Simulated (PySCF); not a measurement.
GaCl4, SMILES [Cl][Ga-]([Cl])([Cl])[Cl], charge -1.

Geometry optimised at B3LYP-D3(BJ)/def2-SVPD. The isomer is the one that the SMILES or the coordinates give; other isomers of the formula were not compared.

Level of theory: PBE/def2-SVPD in PySCF.

Symmetry labels are those of the subgroup D2 that the program uses (full group Td).

Q: List the valence orbital energies around the gap with their symmetry. (An estimate is asked for; the answer gives what the named calculation found.)

A: 
```tsv
orbital	symmetry	energy (eV)
HOMO−7	A	-3.77
HOMO−6	A	-3.77
HOMO−5	B1	-3.62
HOMO−4	B2	-3.62
HOMO−3	B3	-3.62
HOMO−2	B1	-3.27
HOMO−1	B2	-3.27
HOMO	B3	-3.27
LUMO	A	1.82
LUMO+1	A	3.32
LUMO+2	B1	3.89
LUMO+3	B2	3.89
```
